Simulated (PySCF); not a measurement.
SMILES c1ccc(-c2ccsc2)nc1, GFN2-xTB optimised geometry.

```
18

C      1.19    -3.06     0.00
C     -0.20    -3.06     0.00
C     -0.87    -1.85     0.00
C     -0.13    -0.67     0.00
C     -0.75     0.65     0.00
C      0.01     1.85     0.00
C     -0.76     2.97     0.00
S     -2.44     2.59     0.00
C     -2.10     0.91     0.00
N      1.20    -0.68     0.00
C      1.84    -1.83     0.00
H      1.75    -3.98     0.00
H     -0.75    -3.99     0.00
H     -1.95    -1.83     0.00
H      1.09     1.85     0.00
H     -0.45     3.99     0.00
H     -2.92     0.22     0.00
H      2.92    -1.77     0.00
```

Density from CAM-B3LYP/def2-SVP (PySCF) at that geometry.

Minimum of the electron density along straight lines between bonded atoms, close to the bond critical point (lines longer than 1.1 times the sum of covalent radii, or with two minima, are not listed):

| bond | length / Å | ρ at the minimum / e bohr⁻³ | ∇²ρ there / e bohr⁻⁵ | position (fraction from the first atom) |
|---|---|---|---|---|
| C1–C2 | 1.387 | 0.313 | -0.82 | 0.50 |
| C2–C3 | 1.382 | 0.316 | -0.82 | 0.50 |
| C3–C4 | 1.398 | 0.310 | -0.80 | 0.50 |
| C4–C5 | 1.459 | 0.280 | -0.71 | 0.50 |
| C5–C6 | 1.426 | 0.292 | -0.72 | 0.50 |
| C6–C7 | 1.351 | 0.330 | -0.86 | 0.49 |
| C7–S8 | 1.724 | 0.216 | -0.47 | 0.47 |
| C5–C9 | 1.368 | 0.320 | -0.80 | 0.49 |
| S8–C9 | 1.713 | 0.220 | -0.51 | 0.52 |
| C4–N10 | 1.333 | 0.347 | -1.10 | 0.36 |
| C1–C11 | 1.387 | 0.316 | -0.83 | 0.50 |
| N10–C11 | 1.317 | 0.355 | -1.01 | 0.65 |
| C1–H12 | 1.079 | 0.284 | -1.09 | 0.64 |
| C2–H13 | 1.081 | 0.285 | -1.11 | 0.64 |
| C3–H14 | 1.078 | 0.285 | -1.10 | 0.63 |
| C6–H15 | 1.074 | 0.287 | -1.15 | 0.65 |
| C7–H16 | 1.072 | 0.286 | -1.13 | 0.65 |
| C9–H17 | 1.072 | 0.286 | -1.13 | 0.64 |
| C11–H18 | 1.083 | 0.287 | -1.13 | 0.64 |
